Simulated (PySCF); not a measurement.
C5H10F2OSi.
Cartesian coordinates in Å at the PBE0-D3(BJ)/def2-SVP level; atoms count from 1:
```xyz
19
C5H10F2OSi angstrom
F      2.0202    0.6693    1.4943
C      1.9216    1.1875    0.2441
F      2.4750    2.4015    0.2819
O      0.6349    1.3255   -0.1258
C      0.0105    0.2090   -0.7675
C     -0.1834   -0.9564    0.2070
C     -1.1344   -0.5086    1.3277
Si    -2.3226    0.6980    0.4587
C     -1.3647    0.7133   -1.1884
H      2.5024    0.5349   -0.4371
H      0.6347   -0.0893   -1.6322
H      0.7799   -1.3192    0.5981
H     -0.6241   -1.7884   -0.3681
H     -1.6356   -1.3592    1.8114
H     -0.5709    0.0287    2.1056
H     -3.7115    0.1655    0.2959
H     -2.4082    2.0334    1.1197
H     -1.2912    1.6876   -1.6914
H     -1.8202   -0.0020   -1.8913
```

All values: PBE0/pcSseg-1 (PySCF, non-relativistic), on one gas-phase PBE0-D3(BJ)/def2-SVP geometry that isn't relaxed in the solvent. The solvent is an IEF-PCM continuum (cavity from Bondi-type radii × 1.2). The model holds no explicit solvent molecules, cavitation or dispersion.

| run | E − E(gas) (kcal/mol) | HOMO (eV) | HOMO–LUMO gap (eV) | dipole (D) |
| --- | --- | --- | --- | --- |
| gas | 0.00 | -8.44 | 9.40 | 3.02 |
| P | -4.62 | -8.22 | 9.33 | 4.03 |
| Q | -3.77 | -8.24 | 9.35 | 3.82 |

**Question.** The runs were made in methanol and tetrahydrofuran. Which run belongs to which solvent?

**Answer.** P = methanol, Q = tetrahydrofuran. The dielectric constants are 7.426 (tetrahydrofuran), 32.61 (methanol), and the energy falls further as ε rises. In this model the ground state sees the solvent through ε alone.

**Question.** How constant is the ratio of the lowering to (ε − 1)/(2ε + 1)?

**Answer.** 
| solvent | (ε − 1)/(2ε + 1) | E − E(gas) (kcal/mol) | ratio (kcal/mol) | polarisation term (kcal/mol) |
| --- | --- | --- | --- | --- |
| tetrahydrofuran | 0.405 | -3.77 | -9.3 | -4.37 |
| methanol | 0.477 | -4.62 | -9.7 | -5.56 |

The ratio changes by +3.9 % in size from tetrahydrofuran to methanol. The polarisation term is half the interaction of the solute with the induced surface charges.
